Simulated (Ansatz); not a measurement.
`N#Cc1ccccc1-c1ccccc1C#N`, 24 atoms. Hardware: 4 threads of Intel Xeon 6975P-C on a shared host.

Correlated methods freeze 16 core orbitals.

Task: How many basis functions does each of these Ansatz runs have, and roughly what does it cost? MP2/def2-SVP, charge 0 singlet, energy, from earlier orbitals; r2SCAN-D4/def2-TZVP, charge 0 singlet, energy and forces, from earlier orbitals; PBE-D4/def2-SVP, charge 0 singlet, energy, from earlier orbitals; PBE0-D4/def2-SVP, charge 0 triplet at the geometry of the charge 0 singlet, energy; PBE-D4/def2-SVP, charge 1 doublet, relaxation, 6 steps; PBE0-D4/def2-SVP, charge 0 singlet, energy, from earlier orbitals; PBE0-D4/def2-SVP, charge 1 doublet at the geometry of the charge 0 singlet, energy; HF/6-31G, charge 0 singlet, energy; PBE-D4/def2-SVP, charge 1 doublet, energy, from earlier orbitals; PBE-D4/def2-TZVP, charge 0 singlet, energy, from earlier orbitals; HF/STO-3G, charge 0 singlet, energy; PBE-D4/def2-SVP, charge -1 doublet at the geometry of the charge 0 singlet, energy, from earlier orbitals.

Result: Other jobs shared the machine, so times can vary by a factor of up to 3. A dash marks memory too small to be measured apart from the calling script's.

```tsv
run	functions	fitting or Cholesky vectors	wall time	peak host memory (GiB)
HF/STO-3G, charge 0 singlet, energy	88	1253	0.65 s	–
HF/6-31G, charge 0 singlet, energy	160	2298	1.9 s	–
PBE-D4/def2-SVP, charge 0 singlet, energy, from earlier orbitals	264	3020	2.5 s	–
PBE-D4/def2-SVP, charge 1 doublet, energy, from earlier orbitals	264	3020	4.6 s	–
PBE0-D4/def2-SVP, charge 0 singlet, energy, from earlier orbitals	264	3020	4.9 s	1.6
PBE-D4/def2-SVP, charge -1 doublet at the geometry of the charge 0 singlet, energy, from earlier orbitals	264	3020	4.9 s	–
PBE-D4/def2-TZVP, charge 0 singlet, energy, from earlier orbitals	544	3182	6.5 s	1.7
MP2/def2-SVP, charge 0 singlet, energy, from earlier orbitals	264	2746	9 s	1.2
PBE0-D4/def2-SVP, charge 1 doublet at the geometry of the charge 0 singlet, energy	264	2746	12 s	1.6
r2SCAN-D4/def2-TZVP, charge 0 singlet, energy and forces, from earlier orbitals	544	3182	13 s	1.8
PBE0-D4/def2-SVP, charge 0 triplet at the geometry of the charge 0 singlet, energy	264	2746	17 s	1.6
PBE-D4/def2-SVP, charge 1 doublet, relaxation, 6 steps	264	3020	22 s	–
```
